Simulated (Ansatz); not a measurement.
Predict a relaxed structure of Sn₂Cl₄ (the lowest singlet isomer of a short search), charge 0, singlet, at PBE-D4/def2-SVP (Ansatz).


Cartesian coordinates in Å:
```
Sn -2.064 0.530 0.560
Sn 1.272 -0.321 -0.767
Cl 0.269 1.731 0.687
Cl 3.088 -0.812 0.754
Cl -0.610 -1.655 0.652
Cl -1.956 0.527 -1.886
```
Point group Cs (tolerance 0.1 Å). This is one stationary point.

In the def2 sets Sn takes a core potential; there is no spin–orbit coupling. The structure comes from a short search, and lower isomers may exist.
